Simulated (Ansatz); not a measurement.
N-butyl-N-methylpyrrolidinium, `CCCC[N+]1(C)CCCC1` was relaxed with r2SCAN-D4 (def2-SVP) in Ansatz in these states: charge +1 singlet, neutral doublet. The geometries follow in no particular order.

A:

| atom | x (Å) | y (Å) | z (Å) |
| --- | --- | --- | --- |
| C1 | 0.4239 | 0.9308 | 4.1041 |
| C2 | -0.4533 | 0.4318 | 2.9630 |
| C3 | 0.2182 | 0.5730 | 1.5907 |
| C4 | -0.7195 | 0.0647 | 0.5097 |
| N5 | -0.1738 | 0.0135 | -0.9074 |
| C6 | 0.1764 | 1.3800 | -1.3946 |
| C7 | -1.2302 | -0.6234 | -1.8326 |
| C8 | -0.4545 | -1.1551 | -3.0279 |
| C9 | 0.9964 | -1.3419 | -2.5415 |
| C10 | 0.9874 | -0.9406 | -1.0656 |
| H11 | 1.3733 | 0.3723 | 4.1502 |
| H12 | -0.0762 | 0.8184 | 5.0785 |
| H13 | 0.6744 | 1.9972 | 3.9790 |
| H14 | -0.7146 | -0.6298 | 3.1239 |
| H15 | -1.4101 | 0.9854 | 2.9544 |
| H16 | 1.1606 | -0.0018 | 1.5887 |
| H17 | 0.4917 | 1.6289 | 1.4277 |
| H18 | -1.6270 | 0.6983 | 0.4317 |
| H19 | -0.9975 | -1.0014 | 0.7079 |
| H20 | -0.7338 | 2.0050 | -1.2521 |
| H21 | 0.4409 | 1.3080 | -2.4644 |
| H22 | 1.0357 | 1.7497 | -0.8127 |
| H23 | -1.6224 | -1.4689 | -1.2193 |
| H24 | -1.9869 | 0.1695 | -2.0206 |
| H25 | -0.5048 | -0.4535 | -3.8804 |
| H26 | -0.8887 | -2.1331 | -3.3278 |
| H27 | 1.3148 | -2.4038 | -2.6156 |
| H28 | 1.6995 | -0.7126 | -3.1142 |
| H29 | 1.9051 | -0.4449 | -0.7025 |
| H30 | 0.6953 | -1.8154 | -0.4302 |

B:

```xyz
30

C     3.861   -1.556    0.137
C     2.532   -1.282    0.829
C     1.617   -0.375   -0.002
C     0.322   -0.100    0.739
N    -0.738    0.651   -0.045
C    -0.176    1.907   -0.630
C    -1.908    1.000    0.884
C    -3.153    0.787    0.044
C    -2.792   -0.481   -0.727
C    -1.354   -0.225   -1.154
H     3.712   -2.054   -0.835
H     4.496   -2.210    0.751
H     4.419   -0.624   -0.044
H     2.010   -2.234    1.034
H     2.711   -0.813    1.813
H     1.418   -0.857   -0.976
H     2.149    0.568   -0.216
H     0.509    0.499    1.645
H    -0.158   -1.041    1.056
H     0.328    2.477    0.162
H    -1.000    2.497   -1.052
H     0.538    1.653   -1.422
H    -1.874    0.287    1.720
H    -1.754    2.015    1.277
H    -3.327    1.635   -0.640
H    -4.048    0.682    0.673
H    -2.855   -1.362   -0.067
H    -3.438   -0.673   -1.595
H    -1.305    0.353   -2.087
H    -0.740   -1.127   -1.272
```

Question: Judge from the bond lengths which geometry belongs to which state (an estimate).

Answer: A is the neutral doublet (N5–C10 1.511 Å, C10–H30 1.120 Å, C4–H19 1.119 Å); B is the charge +1 singlet (N5–C10 1.541 Å, C10–H30 1.097 Å, C4–H19 1.102 Å).
